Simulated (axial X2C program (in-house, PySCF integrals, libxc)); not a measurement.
HTaH: properties at the nuclei

Calculated with an axial X2C code built on PySCF integrals: two-component X2C with atomic mean-field Coulomb and Gaunt terms, Gaussian nuclei, basis H dyall-v3z, Ta dyall-v3z with contracted cores.

H–Ta–H held linear, with bonds 1.880 and 1.880 Å (near the PBE0 minimum at charge 0 of the determinant lowest at the starting distance; the state shown can have its own minimum elsewhere, held linear; other orders of the atoms were not compared).

Determinant lowest in the PBE0 search, Ω = 3/2 (⟨Sz⟩ = 1.48, ⟨Lz⟩ = 0.02 at PBE0), spin on the atoms H 0.01, Ta 1.46, H 0.01:

| level | A∥/gI H (MHz) | qzz H (a.u.) | A∥/gI Ta (MHz) | qzz Ta (a.u.) |
| --- | --- | --- | --- | --- |
| PBE0 | 1.25 | 0.07 | 2400 | -8.35 |
| HF | -0.168 | 0.08 | 2150 | -9.79 |
| BHandHLYP | 2.42 | 0.07 | 2320 | -8.90 |

Determinant 0.06 eV from it at PBE0 and this distance, Ω = 3/2 (⟨Sz⟩ = -1.45, ⟨Lz⟩ = 2.95 at PBE0), spin on the atoms H 0.02, Ta -1.49, H 0.02:

```
    level  A∥/gI H (MHz)  qzz H (a.u.)  A∥/gI Ta (MHz)  qzz Ta (a.u.)
     PBE0           4.22          0.07           -1610         -14.19
       HF           6.74          0.08           -1570         -15.09
BHandHLYP           2.63          0.07           -1170         -14.32
```

A∥ (defined per Ω) follows by multiplying with gI = μI/(I μN); qzz is the electric field gradient, eQq0 = 234.96 MHz × Q/barn × qzz. The operators were transformed with the bare-nucleus X2C matrices; with these basis sets, hyperfine constants and field gradients can be off by tens of per cent, and where levels differ in sign neither size nor sign is settled.

Task: With gI(181Ta) = 0.6773, Q(181Ta) = 3.17 barn (g factors from the IAEA table of nuclear moments by Stone; Q from Pyykkö, Mol. Phys. 2018), turn the PBE0 values of the first state into constants in MHz.

Result: A∥(181Ta) = 2400 × 0.6773 = 1630 MHz; eQq0(181Ta) = 234.96 × (3.17) × (-8.35) = -6220 MHz.

The molecule was held linear; bending was not examined, so a bent shape may lie lower.

Each state is one determinant with collinear spin, which with several unpaired electrons need not be a pure state. Unrestricted Hartree–Fock can overshoot spin polarisation at the nuclei. This is the top spin component of a Σ state; components of lower Ω are not single determinants and can lie lower. With several open shells hyperfine constants can be off by a factor of several. At BHandHLYP a later determinant lies lower. States lie within half an eV, so the first need not be the ground state. Where a field gradient or hyperfine factor spreads by more than a factor of two over the levels, a constant derived from it is not to be relied on. PBE0 term energies can be off by some tenths of an eV.
